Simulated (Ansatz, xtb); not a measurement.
**CH6FInOSi: where a starting geometry ends**

The starting geometry of this gas-phase singlet was built from a drawn formula by distance geometry; its bonds are those of `[CH3][InH][O][SiH2]F`.

```yaml
atoms:
  - { symbol: C, position_ang: [-1.3790, -0.0233, -1.7461] }
  - { symbol: F, position_ang: [3.0170, 1.3042, 1.3805] }
  - { symbol: In, position_ang: [-0.8776, -0.8262, 0.4390] }
  - { symbol: O, position_ang: [0.5328, 0.1044, 1.2008] }
  - { symbol: Si, position_ang: [2.2179, -0.1638, 1.3634] }
  - { symbol: H, position_ang: [-1.0270, 1.0410, -1.5972] }
  - { symbol: H, position_ang: [-0.6716, -0.7020, -2.2428] }
  - { symbol: H, position_ang: [-2.3998, -0.1830, -1.8488] }
  - { symbol: H, position_ang: [-2.4413, -1.8081, 1.0073] }
  - { symbol: H, position_ang: [2.7741, -1.0029, 0.2337] }
  - { symbol: H, position_ang: [2.4354, -0.8633, 2.6549] }
```

Where would you expect an optimisation with r2SCAN-D4/def2-SVP to take it?

It keeps its bonds, and is `[CH3][InH][O][SiH2]F`. Distances that change by over a tenth: In3–O4 (1.85 → 2.04 Å), In3–H9 (1.93 → 1.71 Å).

The energy falls by 1.66 eV over 45 steps:

```
step  E − E(last) (eV)
   1             1.660
   6             0.127
  11             0.086
  16             0.024
  21             0.008
  25             0.005
  30             0.002
  35             0.000
  40             0.000
  45             0.000
```

Final geometry (Å):

```xyz
11

C    -1.1000    0.2250   -1.3849
F     2.0128    0.6564   -0.1143
In   -1.2029   -1.0780    0.3167
O     0.5604   -1.0545    1.3404
Si    2.0023   -0.3214    1.2038
H    -0.0977    0.6744   -1.3913
H    -1.2674   -0.3435   -2.3119
H    -1.8680    1.0093   -1.3115
H    -2.2522   -2.1527    1.1368
H     3.1055   -1.3009    0.9921
H     2.2881    0.5629    2.3688
```

From the same start GFN2-xTB reaches the same bonding as this run.

No frequencies were run, so the end isn't proven a minimum. Atoms past krypton carry core potentials, without spin–orbit terms. Run with Ansatz 0.2.0, 75 s on 2 threads of Intel(R) Xeon(R) 6975P-C (Granite Rapids), with other jobs on the host.
